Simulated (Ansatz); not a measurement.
Reactions of Cl₂H₂S₂Si, SMILES `S[Si](S)(Cl)Cl`.

Calculated with Ansatz (gas phase, PBE0-D4/def2-TZVP geometries, no zero-point term in ΔE). CBS: MP2 limit from def2 TZ/QZ plus the TZ coupled-cluster correction, frozen cores. Small cases extrapolate CCSD(T) itself. DFT in def2-TZVPP. B3LYP here is the variant with VWN-RPA as its local correlation; programs differ in this. Open shells (•) are unrestricted, without spin–orbit coupling. Spin–orbit coupling would lower the free atoms: a little for Cl, S, Si. Each species was taken in one conformer, which may not be the lowest.

```
                                          reaction  CCSD(T)/CBS(def2) (kJ/mol)
                 `S[Si](S)(Cl)Cl` → Cl₂ + `S[Si]S`                         499
    `S[Si](S)(Cl)Cl` + H₂O → `O[Si](S)(S)Cl` + HCl                           ?
      `S[Si](S)(Cl)Cl` + H₂ → `S[SiH](Cl)Cl` + H₂S                          41
      `S[Si](S)(Cl)Cl` → 2 Cl• + 2 H• + 2 S• + Si•                        2203
       `S[Si](S)(Cl)Cl` + H₂ → `S[SiH](S)Cl` + HCl                          78
              `S[Si](S)(Cl)Cl` → `Cl[Si]Cl` + `SS`                           ?
`S[Si](S)(Cl)Cl` + CH₃OH → `CO[Si](S)(Cl)Cl` + H₂S                           ?
   `S[Si](S)(Cl)Cl` + CH₄ → `C[Si](S)(Cl)Cl` + H₂S                          52
   `S[Si](S)(Cl)Cl` + H–F → `F[Si](S)(Cl)Cl` + H₂S                         -79
  `S[Si](S)(Cl)Cl` + HCl → `S[Si](Cl)(Cl)Cl` + H₂S                         -32
```

Q: Fill in the missing values. (An estimate is asked.)

A: The calculation gave: `S[Si](S)(Cl)Cl` + H₂O → `O[Si](S)(S)Cl` + HCl: -11.1 kJ/mol; `S[Si](S)(Cl)Cl` → `Cl[Si]Cl` + `SS`: +315.6 kJ/mol; `S[Si](S)(Cl)Cl` + CH₃OH → `CO[Si](S)(Cl)Cl` + H₂S: -51.6 kJ/mol.

Largest T1 diagnostic: 0.015, for `S[Si]S`.

Extrapolated directly: `S[Si](S)(Cl)Cl` → Cl₂ + `S[Si]S`; `S[Si](S)(Cl)Cl` → 2 Cl• + 2 H• + 2 S• + Si•; `S[Si](S)(Cl)Cl` → `Cl[Si]Cl` + `SS`; `S[Si](S)(Cl)Cl` + H–F → `F[Si](S)(Cl)Cl` + H₂S.
